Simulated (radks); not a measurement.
The chlorine ion Cl15+, configuration [He].

All-electron calculation, scalar-relativistic Kohn-Sham, SCAN, spin-polarised, spherical densities, finite nucleus; meta-GGA in the generalised Kohn-Sham scheme; Fermi nuclear charge, rms radius 3.3654 fm. Program: a radial shooting solver on a logarithmic mesh with Libxc functionals.

Energy parts (Ry):
total: -559.20631
kinetic: 563.36701
electron-nucleus: -1143.38236
Hartree: 41.82595
exchange-correlation: -21.01692

Orbitals (lengths in bohr, moments of r in powers of bohr; r(max) is where P^2 peaks):
orbital,occ.,eigenvalue (Ry),<1/r>,r(max)
1s,2,-262.2337,16.81,0.05923

The highest occupied level is 1s at -3567.9 eV. The electron density at the nucleus is 3363 e/bohr^3 (large components only).

Empty levels of this run are not shown, since the potential may be unsettled where no density lies.
